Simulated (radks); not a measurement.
Isoelectronic series with 19 electrons, each ion in its NIST ground configuration. Calculated with a radial shooting solver on a logarithmic mesh with Libxc functionals: scalar-relativistic Kohn-Sham, PBE, spin-polarised, spherical densities, finite nucleus; open shells are filled with parallel spins first (spin-orbit coupling, left out, can overturn this in heavy ions); Fermi nuclear charge, rms radius of each element as measured or else 0.836 A^(1/3) + 0.57 fm. Total energies (hartree) and orbital eigenvalues (hartree) (* marks an orbital that is empty in some or all of the ions):

ion,configuration,E (hartree),4s up*,3p down
K,[Ar] 4s1,-602.09154,-0.09344,-0.68716
Cr5+,[Ar] 3d1,-1044.27446,-1.97897,-4.57291
Cu10+,[Ar] 3d1,-1616.34260,-5.66105,-11.60762
Se15+,[Ar] 3d1,-2319.81283,-10.99532,-21.52020
Ru25+,[Ar] 3d1,-4131.71344,-26.64073,-49.98352
In30+,[Ar] 3d1,-5247.12950,-37.00961,-68.59007
Xe35+,[Ar] 3d1,-6508.00353,-49.13327,-90.16816
Pr40+,[Ar] 3d1,-7919.7130,-63.06801,-114.7695
